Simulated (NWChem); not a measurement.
## Basis-set dependence for HBF

SMILES: F[BH]
```xyz
3

B      0.6290    -0.3926     0.0000
F     -0.5341     0.1901     0.0000
H      1.6619     0.2522     0.0000
```
Charge 0, spin multiplicity 2.

Everything below was run with NWChem. The geometry was optimised at UPBE0/def2-SVP, a minimum by its harmonic frequencies.

Hartree-Fock energies in Ha, correlation energies in mHa.

The correlated methods keep 2 core orbitals frozen. The structure started from a generated list of species. The unpaired electrons of the parent sit in orbitals of symmetry a' (Cs labels of the run); other states weren't searched. The stability of the SCF solutions was not checked. Open-shell Hartree-Fock references start from PBE0 orbitals. Coupled-cluster values serve here as a point of comparison, not as the truth.

```tsv
basis	functions	UHF	UMP2	SCS-UMP2	CCSD on ROHF	CCSD[T] on ROHF	CCSD(T) on ROHF	CCSD on UHF	CCSD[T] on UHF	CCSD(T) on UHF	CCSDT on ROHF	URI-MP2
STO-3G	11	-122.94561	-52.3	-53.9	-66.2	-72.9	-71.4	-65.7	-72.0	-70.6	-71.7	not run
cc-pVDZ	33	-124.68408	-251.1	-245.5	-265.8	-272.1	-271.0	-264.6	-270.6	-269.6	-271.4	-251.1
cc-pVTZ	74	-124.73252	-327.7	-323.0	-339.4	-350.6	-349.7	not run	not run	not run	not run	-327.7
cc-pVQZ	140	-124.74283	-356.4	-353.9	not run	not run	not run	not run	not run	not run	not run	-356.4
```

From cc-pVTZ to cc-pVQZ the Hartree-Fock energy moves by -10.3 mHa and the UMP2 correlation energy by -28.7 mHa, which is 8 % of its value in the larger set.
